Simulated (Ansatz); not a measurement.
Basis sets compared for Rb₂Cl. Total charge 0; doublet. Geometry PBE-D4/def2-TZVP. Ansatz on 4 threads of AMD EPYC 9B45 on a shared host; times are rough, and most runs start from earlier orbitals.

Cartesian coordinates in Å:
```
Rb -0.9305 -0.0815 -2.1316
Rb 1.0631 -1.2089 1.6808
Cl -0.1326 1.2904 0.4509
```

In the def2 sets Rb takes a core potential; there is no spin–orbit coupling. The structure comes from a short search, and lower isomers may exist.

Binding counts from free atoms (Rb doublet, Cl doublet) in the same basis, without a counterpoise term.

```tsv
level	functions	energy (Eh)	HOMO (eV)	LUMO (eV)	binding per atom (eV)	wall time
PBE-D4/def2-SVP	66	-508.1476	-2.29	-1.83	1.70	0.5 s
PBE-D4/def2-TZVP	103	-508.3079	-2.28	-1.73	1.68	0.7 s
r2SCAN-D4/def2-TZVP (with forces)	103	-508.4968	-2.24	-1.48	1.71	1.4 s
PBE0-D4/def2-SVP	66	-508.1868	-2.62	-1.28	1.68	0.7 s
PBE0-D4/def2-TZVP	103	-508.3449	-2.62	-1.23	1.67	1.9 s
```

Estimate the rows for PBE-D4/def2-TZVPD, r2SCAN-D4/def2-TZVPD, PBE0-D4/def2-TZVPD.


```csv
level,functions,energy (Eh),HOMO (eV),LUMO (eV),binding per atom (eV),wall time
PBE-D4/def2-TZVPD,112,-508.3090,-2.28,-1.71,1.68,0.75 s
r2SCAN-D4/def2-TZVPD,112,-508.4978,-2.23,-1.48,1.71,1.4 s
PBE0-D4/def2-TZVPD,112,-508.3460,-2.61,-1.23,1.67,0.85 s
```
